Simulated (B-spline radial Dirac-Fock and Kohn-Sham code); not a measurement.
# Si⁺ in Watson spheres of different radius

The computed values come from a radial finite-basis atomic code: Dirac-Fock (average of configuration) total-energy differences with a finite nucleus, the Breit interaction including its frequency dependence, and self-energy and vacuum-polarisation corrections. The ion, [Ne] 3s2 3p1, sits in a hollow sphere of charge Q = -1, a simple model of the Madelung potential. Inside the sphere an electron's potential energy is raised by the constant 14.40·|Q|/R eV, so binding energies fall by about that much as long as the orbitals stay inside.

```
radius (Å)  14.40 |Q|/R (eV)  1s (eV)  2s (eV)  2p1/2 (eV)  2p3/2 (eV)  3s (eV)  3p (eV)
       1.6              9.00   1851.8    164.0       111.1       110.5    13.90     7.33
         3              4.80   1855.4    167.7       114.7       114.1    17.61    10.90
```

From the smallest to the largest radius 1s moves by +3.6 eV, while the constant potential alone would give +4.2 eV; the difference comes from charge outside the sphere and its screening.
